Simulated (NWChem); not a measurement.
System: CH$_{6}$OSi$_{2}$, singlet; SMILES CO[Si][SiH3]

NWChem input:

```
start job
memory heap 200 mb stack 900 mb global 1100 mb
geometry units angstroms noautoz
  Si     0.831054    -0.168720     0.565121
  O     -0.403216    -1.074318    -0.116744
  C     -0.401825    -2.499912    -0.157930
  H     -1.287905    -2.868863     0.368931
  H     -0.453412    -2.822640    -1.202932
  H      0.498791    -2.923019     0.307759
  Si    -0.251125     1.952167     0.053226
  H      0.553399     3.124064     0.514044
  H     -1.590418     2.050219     0.709440
  H     -0.462801     2.112444    -1.417630
end
basis spherical
  * library def2-svp
end
dft
  xc hfexch
  iterations 150
  mulliken
end
task dft energy
```

Output (shortened):

```
             Northwest Computational Chemistry Package (NWChem) 7.3.0
             --------------------------------------------------------

 CS  symmetry detected

                             Geometry "geometry" -> ""
                             -------------------------

 Output coordinates in angstroms (scale by  1.889725989 to convert to a.u.)

  No.       Tag          Charge          X              Y              Z
 ---- ---------------- ---------- -------------- -------------- --------------
    1 Si                  14.0000     0.94914921     0.14245632     0.00000000
    2 O                    8.0000    -0.43405853     1.08860978     0.00000000
    3 C                    6.0000    -0.41104182     2.51461354     0.00000000
    4 H                    1.0000    -0.93642654     2.87585892    -0.89012196
    5 H                    1.0000    -0.93642654     2.87585892     0.89012196
    6 H                    1.0000     0.61456502     2.90847336     0.00000000
    7 Si                  14.0000    -0.30735243    -1.94381144     0.00000000
    8 H                    1.0000     0.58515781    -3.14230204     0.00000000
    9 H                    1.0000    -1.18665276    -2.04773848    -1.20414047
   10 H                    1.0000    -1.18665276    -2.04773848     1.20414047

 Effective nuclear repulsion energy (a.u.)     197.1442604875

      Symmetry information
      --------------------

 Group name             Cs
 Group number              2
 Group order               2
 No. of unique centers     8

  xc_inp: hfexch multiplicative factor not found.

                                 NWChem DFT Module
                                 -----------------

 Summary of "ao basis" -> "ao basis" (spherical)
 ------------------------------------------------------------------------------
       Tag                 Description            Shells   Functions and Types
 ---------------- ------------------------------  ------  ---------------------
 Si                         def2-svp                 8       18   4s3p1d
 O                          def2-svp                 6       14   3s2p1d
 C                          def2-svp                 6       14   3s2p1d
 H                          def2-svp                 3        5   2s1p

      Symmetry analysis of basis
      --------------------------

        a'         64
        a"         30

            General Information
            -------------------
          SCF calculation type: DFT
          Wavefunction type:  closed shell.
          No. of atoms     :    10
          No. of electrons :    48
           Alpha electrons :    24
            Beta electrons :    24
          Charge           :     0
          Spin multiplicity:     1
          Use of symmetry is: on ; symmetry adaption is: on
          Maximum number of iterations: 150
          AO basis - number of functions:    94
                     number of shells:    46
          Convergence on energy requested:  1.00D-06
          Convergence on density requested:  1.00D-05
          Convergence on gradient requested:  5.00D-04

              XC Information
              --------------
                     Hartree-Fock (Exact) Exchange  1.000

      Superposition of Atomic Density Guess
      -------------------------------------

 Sum of atomic energies:        -692.78872712

      Non-variational initial energy
      ------------------------------

 Total energy =    -694.117735
 1-e energy   =   -1349.677316
 2-e energy   =     458.415321
 HOMO         =      -0.193565
 LUMO         =      -0.058795

      Symmetry analysis of molecular orbitals - initial
      -------------------------------------------------

  Numbering of irreducible representations:

     1 a'          2 a"

  Orbital symmetries:

     1 a'          2 a'          3 a'          4 a'          5 a'
     6 a'          7 a"          8 a'          9 a'         10 a'
    11 a'         12 a"         13 a'         14 a'         15 a'
    16 a'         17 a'         18 a"         19 a'         20 a"
    21 a'         22 a'         23 a"         24 a'         25 a"
    26 a'         27 a'         28 a"         29 a'         30 a'
    31 a'         32 a'         33 a"         34 a'

     ---------------------------------------------
      Total Density - Mulliken Population Analysis
     ---------------------------------------------

    Atom       Charge   Shell Charges
 -----------   ------   -------------------------------------------------------
    1 Si  14    13.34   2.00  1.99  1.22  0.63  5.93  0.70  0.75  0.12
    2 O    8     8.81   1.99  1.10  0.69  3.03  1.99  0.01
    3 C    6     5.85   1.99  0.92  0.21  1.84  0.85  0.04
    4 H    1     0.93   0.69  0.21  0.02
    5 H    1     0.93   0.69  0.21  0.02
    6 H    1     0.94   0.69  0.22  0.02
    7 Si  14    14.01   2.00  1.99  1.06  0.32  5.94  1.19  1.42  0.09
    8 H    1     1.07   0.69  0.37  0.01
    9 H    1     1.06   0.69  0.36  0.01
   10 H    1     1.06   0.69  0.36  0.01

   convergence    iter        energy       DeltaE   RMS-Dens  Diis-err
 ---------------- ----- ----------------- --------- --------- ---------
 d= 0,ls=0.0,diis     1   -693.7196692091 -8.91D+02  6.64D-03  3.93D-01
 d= 0,ls=0.0,diis     2   -693.7680839108 -4.84D-02  2.39D-03  1.40D-01
 d= 0,ls=0.0,diis     3   -693.7826862173 -1.46D-02  1.21D-03  7.96D-03
 d= 0,ls=0.0,diis     4   -693.7842944857 -1.61D-03  3.22D-04  2.07D-04
 d= 0,ls=0.0,diis     5   -693.7843745046 -8.00D-05  1.36D-04  2.01D-05
  Resetting Diis
 d= 0,ls=0.0,diis     6   -693.7843840641 -9.56D-06  3.39D-05  1.48D-06
 d= 0,ls=0.0,diis     7   -693.7843846658 -6.02D-07  6.56D-06  9.89D-08

         Total DFT energy =     -693.784384665839
      One electron energy =    -1352.391291205599
           Coulomb energy =      517.717998042281
    Exchange-Corr. energy =      -56.255351990024
 Nuclear repulsion energy =      197.144260487503

 Numeric. integr. density =        0.000000000000

                  Occupations of the irreducible representations
                  ----------------------------------------------

                     irrep           alpha         beta
                     --------     --------     --------
                     a'               19.0         19.0
                     a"                5.0          5.0

                       DFT Final Molecular Orbital Analysis
                       ------------------------------------

 Vector   22  Occ=2.000000D+00  E=-4.641413D-01  Symmetry=a"
              MO Center= -7.5D-01, -5.3D-01,  8.9D-13, r^2= 5.3D+00
   Bfn.  Coefficient  Atom+Function         Bfn.  Coefficient  Atom+Function
  ----- ------------  ---------------      ----- ------------  ---------------
    24      0.323126   2 O  pz               27      0.277213   2 O  pz
    85      0.249822   9 H  s                90     -0.249822  10 H  s
    71     -0.218149   7 Si pz               74     -0.175621   7 Si pz
    38     -0.159115   3 C  pz               47      0.145847   4 H  s
    52     -0.145847   5 H  s                86      0.146452   9 H  s

 Vector   23  Occ=2.000000D+00  E=-4.631275D-01  Symmetry=a'
              MO Center=  3.0D-01, -1.6D+00, -1.9D-12, r^2= 4.2D+00
   Bfn.  Coefficient  Atom+Function         Bfn.  Coefficient  Atom+Function
  ----- ------------  ---------------      ----- ------------  ---------------
    80      0.335926   8 H  s                 3     -0.257131   1 Si s
    70     -0.221033   7 Si py               81      0.217253   8 H  s
    22      0.181865   2 O  px                4     -0.177597   1 Si s
    73     -0.162260   7 Si py                2     -0.154972   1 Si s
    25      0.136366   2 O  px                9      0.126601   1 Si py

 Vector   24  Occ=2.000000D+00  E=-3.028575D-01  Symmetry=a'
              MO Center=  8.8D-01, -1.9D-01, -9.4D-16, r^2= 3.5D+00
   Bfn.  Coefficient  Atom+Function         Bfn.  Coefficient  Atom+Function
  ----- ------------  ---------------      ----- ------------  ---------------
     4      0.382899   1 Si s                11      0.317847   1 Si px
     8      0.268776   1 Si px                3      0.242824   1 Si s
    12      0.209976   1 Si py               70     -0.201688   7 Si py
    73     -0.190985   7 Si py                9      0.179102   1 Si py
    72     -0.170491   7 Si px               64     -0.160998   7 Si s

 Vector   25  Occ=0.000000D+00  E= 3.290764D-02  Symmetry=a"
              MO Center=  8.3D-01, -6.6D-02,  2.8D-16, r^2= 3.4D+00
   Bfn.  Coefficient  Atom+Function         Bfn.  Coefficient  Atom+Function
  ----- ------------  ---------------      ----- ------------  ---------------
    13      0.763939   1 Si pz               10      0.269666   1 Si pz
    27     -0.239420   2 O  pz               74      0.233581   7 Si pz
    86      0.225989   9 H  s                91     -0.225989  10 H  s
    24     -0.184873   2 O  pz                7     -0.169990   1 Si pz
    48     -0.076643   4 H  s                53      0.076643   5 H  s

 Vector   26  Occ=0.000000D+00  E= 1.306493D-01  Symmetry=a'
              MO Center=  5.8D-01,  9.5D-02,  3.3D-14, r^2= 5.6D+00
   Bfn.  Coefficient  Atom+Function         Bfn.  Coefficient  Atom+Function
  ----- ------------  ---------------      ----- ------------  ---------------
    12      0.938117   1 Si py               35     -0.892341   3 C  s
    73      0.620641   7 Si py               58      0.469710   6 H  s
    21     -0.450655   2 O  s                81      0.349169   8 H  s
    65      0.336157   7 Si s                48      0.298056   4 H  s
    53      0.298056   5 H  s                11     -0.248510   1 Si px

[...]
```

Level: Hartree-Fock/def2-SVP. Low-valent species are run as closed-shell singlets; no triplet was tried in these runs. All runs use the structure optimised with B3LYP/6-31G* (spherical d).
